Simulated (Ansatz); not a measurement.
## Cost against result

Saddle point of Si2NH8Cl, singlet (SiNH₄Cl ([NH2][SiH2][Cl]) + SiH₄ → Si₂H₅Cl ([SiH3][SiH2][Cl]) + NH₃; bonds formed: Si1–Si7, N2–H6; bonds broken: Si1–N2, H6–Si7), PBE0-D4/def2-TZVP structure:

```json
{"atom": "Si1", "x (Å)": "-1.2564", "y (Å)": "-0.2806", "z (Å)": "0.4033"}
{"atom": "N2", "x (Å)": "0.2697", "y (Å)": "-0.7920", "z (Å)": "1.3257"}
{"atom": "H3", "x (Å)": "-2.2633", "y (Å)": "-0.8360", "z (Å)": "1.3534"}
{"atom": "H4", "x (Å)": "-1.4789", "y (Å)": "1.1735", "z (Å)": "0.3783"}
{"atom": "Cl5", "x (Å)": "-1.5907", "y (Å)": "-1.4150", "z (Å)": "-1.2627"}
{"atom": "H6", "x (Å)": "0.8842", "y (Å)": "-0.1742", "z (Å)": "0.5998"}
{"atom": "Si7", "x (Å)": "1.0066", "y (Å)": "0.9087", "z (Å)": "-1.2139"}
{"atom": "H8", "x (Å)": "0.4863", "y (Å)": "-1.7784", "z (Å)": "1.2001"}
{"atom": "H9", "x (Å)": "0.2945", "y (Å)": "-0.5632", "z (Å)": "2.3193"}
{"atom": "H10", "x (Å)": "-0.0618", "y (Å)": "1.4654", "z (Å)": "-2.1114"}
{"atom": "H11", "x (Å)": "1.9080", "y (Å)": "0.1608", "z (Å)": "-2.1554"}
{"atom": "H12", "x (Å)": "1.8017", "y (Å)": "2.1310", "z (Å)": "-0.8367"}
```

Barriers are electronic and count from the start structure reached by relaxing down the imaginary mode.

Computed with Ansatz 0.2.0 (basis: as named in each row); correlated methods freeze the cores. B3LYP uses VWN-RPA correlation. Extrapolation: Hartree–Fock as exp(−7.88 √X), correlation as X^−2.97.

Times are rough, for one single point on 4 threads of a shared host (Arm Neoverse V1).

The estimate by CCSD(T) at an estimated basis limit (MP2 extrapolated from triple and quadruple zeta, plus CCSD(T) − MP2 in triple zeta) is 59.42 kcal/mol.

```json
{"method": "HF", "basis": "STO-3G", "time (s)": "under 1", "barrier (kcal/mol)": "106.53", "method less estimate": "47.11"}
{"method": "PBE-D4", "basis": "STO-3G", "time (s)": "under 1", "barrier (kcal/mol)": "66.00", "method less estimate": "6.58"}
{"method": "SPW92", "basis": "def2-SVP", "time (s)": "under 1", "barrier (kcal/mol)": "38.47", "method less estimate": "-20.95"}
{"method": "B3LYP-D4", "basis": "6-31G", "time (s)": "under 1", "barrier (kcal/mol)": "49.46", "method less estimate": "-9.96"}
{"method": "PBE-D4", "basis": "def2-SVP", "time (s)": "1", "barrier (kcal/mol)": "45.66", "method less estimate": "-13.76"}
{"method": "PBE0-D4", "basis": "def2-SVP", "time (s)": "1", "barrier (kcal/mol)": "50.62", "method less estimate": "-8.80"}
{"method": "SPW92", "basis": "def2-TZVPP", "time (s)": "1", "barrier (kcal/mol)": "40.66", "method less estimate": "-18.76"}
{"method": "PBE-D4", "basis": "def2-TZVPP", "time (s)": "2", "barrier (kcal/mol)": "46.76", "method less estimate": "-12.66"}
{"method": "BLYP-D4", "basis": "def2-TZVPP", "time (s)": "2", "barrier (kcal/mol)": "53.44", "method less estimate": "-5.98"}
{"method": "B3LYP-D4", "basis": "def2-TZVPP", "time (s)": "4", "barrier (kcal/mol)": "57.04", "method less estimate": "-2.39"}
{"method": "BHLYP-D4", "basis": "def2-TZVPP", "time (s)": "4", "barrier (kcal/mol)": "62.71", "method less estimate": "3.29"}
{"method": "CCSD(T)", "basis": "def2-SVP", "time (s)": "4", "barrier (kcal/mol)": "61.80", "method less estimate": "2.37"}
{"method": "CAM-B3LYP-D4", "basis": "def2-TZVPP", "time (s)": "4", "barrier (kcal/mol)": "60.33", "method less estimate": "0.91"}
{"method": "r2SCAN-D4", "basis": "def2-TZVPP", "time (s)": "5", "barrier (kcal/mol)": "53.33", "method less estimate": "-6.09"}
{"method": "PBE0-D4", "basis": "def2-TZVPP", "time (s)": "6", "barrier (kcal/mol)": "51.47", "method less estimate": "-7.95"}
{"method": "wB97M-V", "basis": "def2-SVP", "time (s)": "6", "barrier (kcal/mol)": "55.86", "method less estimate": "-3.56"}
{"method": "r2SCAN0-D4", "basis": "def2-TZVPP", "time (s)": "6", "barrier (kcal/mol)": "55.89", "method less estimate": "-3.53"}
{"method": "RPA on PBE", "basis": "def2-TZVPP", "time (s)": "6", "barrier (kcal/mol)": "59.96", "method less estimate": "0.53"}
{"method": "B2PLYP", "basis": "def2-TZVPP", "time (s)": "7", "barrier (kcal/mol)": "60.34", "method less estimate": "0.91"}
{"method": "PBE-QIDH", "basis": "def2-TZVPP", "time (s)": "8", "barrier (kcal/mol)": "57.04", "method less estimate": "-2.38"}
{"method": "wB97X-V", "basis": "def2-TZVPP", "time (s)": "10", "barrier (kcal/mol)": "59.75", "method less estimate": "0.33"}
{"method": "B97M-V", "basis": "def2-TZVPP", "time (s)": "10", "barrier (kcal/mol)": "56.06", "method less estimate": "-3.36"}
{"method": "wB97M-V", "basis": "def2-TZVPP", "time (s)": "12", "barrier (kcal/mol)": "57.88", "method less estimate": "-1.54"}
{"method": "MP2", "basis": "def2-QZVPP", "time (s)": "38", "barrier (kcal/mol)": "60.14", "method less estimate": "0.71"}
{"method": "CCSD(T)", "basis": "def2-TZVPP", "time (s)": "180", "barrier (kcal/mol)": "59.45", "method less estimate": "0.03"}
```

All methods are single points on the PBE0-D4 structures.

No T1 diagnostic of these runs exceeds 0.012.

Labels in which every atom is bracketed show which atoms are joined, not bond orders.
